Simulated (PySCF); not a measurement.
# Cu: ionisation energy

Cu [Ar] 3d10 4s1 (2S) → Cu⁺ [Ar] 3d10 (1S), as a difference of total energies. All numbers are calculated (PySCF 2.14, scalar relativity by spin-free X2C-1e, in aug-cc-pwCVTZ-DK with one added diffuse shell each of s, p, d, f, g type (11s10p8d5f4g, 152 functions)). Correlated levels: valence: [Ar] frozen; valence and next inner shell: [Ne] frozen; nothing frozen. The calculations carry no spin-orbit coupling.

```
                                method  ionisation energy (eV)  error (eV)
                                   UHF                   6.583      -1.143
                                   LDA                   8.631      +0.905
                                   PBE                   8.381      +0.655
                                  PBE0                   7.969      +0.243
                                r2SCAN                   8.257      +0.531
                         MP2 (valence)                   7.687      -0.039
                     SCS-MP2 (valence)                   7.514      -0.212
    MP2 (valence and next inner shell)                   7.778      +0.052
SCS-MP2 (valence and next inner shell)                   7.573      -0.153
                   MP2 (all electrons)                   7.775      +0.049
               SCS-MP2 (all electrons)                   7.571      -0.155
```

Reference: 7.726 eV (measured; NIST Atomic Spectra Database, ionization energies).
